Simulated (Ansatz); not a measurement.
```xyz
17

C     1.932    1.534    1.558
C     1.222    0.709    0.793
Ga    1.525   -1.046   -0.052
C    -0.169    0.923    0.290
Al   -1.110   -0.649    1.164
Se    0.131    0.511   -1.620
C    -1.482   -0.364   -2.264
H     2.918    1.269    1.923
H     1.545    2.503    1.865
H     0.100   -1.821    0.456
H     2.600   -2.038   -0.569
H    -0.570    1.934    0.398
H    -0.878   -0.736    2.733
H    -2.464   -1.193    0.518
H    -1.275   -0.648   -3.296
H    -1.723   -1.237   -1.664
H    -2.302    0.350   -2.234
```

Total charge 0; spin multiplicity 1. The bonds changed during the relaxation, so this is another structure than the one it started from.

Q: List the PBE/def2-TZVPP orbital energies in eV (Ansatz). (Estimate.)

A: Ansatz gave: Occupied: -12303.30, -10093.71, -1563.23, -1505.81, -1404.02, -1403.99, -1403.94, -1233.63, -1093.31, -1093.27, -1093.22, -269.98, -269.66, -269.25, -268.70, -206.21, -151.54, -151.43, -151.30, -143.39, -106.09, -97.94, -97.83, -97.69, -68.14, -68.00, -67.97, -54.62, -54.62, -54.51, -54.43, -54.42, -20.53, -20.03, -19.92, -19.88, -19.82, -19.76, -18.89, -17.22, -15.24, -13.39, -11.96, -11.01, -10.81, -10.69, -10.48, -10.05, -9.00, -8.40, -7.64, -7.41, -6.99, -6.69, -6.47, -5.57. Lowest empty: -1.63, -1.49, -1.12, -0.81, -0.03, 0.15, 0.40, 0.87.
